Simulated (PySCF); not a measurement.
FSr, charge +1. Atoms are numbered in the order given.

```xyz
2

Sr     0.0000     0.0000    -0.3870
F      0.0000     0.0000     1.6340
```
Charge +1, spin multiplicity 1.

Geometry optimised at B3LYP-D3(BJ)/def2-TZVPD. The multiplicity is an assumed one; other spin states were not compared. The def2 effective core potentials stand for the cores of Sr; spin–orbit coupling is left out.

Method: PBE0/def2-TZVPD (PySCF).

Mulliken values depend strongly on the basis, most of all with diffuse functions as here. ESP charges are fitted to the potential on shells at 1.4 to 2.0 van der Waals radii. Atomic charges (e):

```
atom  ESP fit  Mulliken
----  -------  --------
Sr1      1.58      1.77
F2      -0.58     -0.77
```
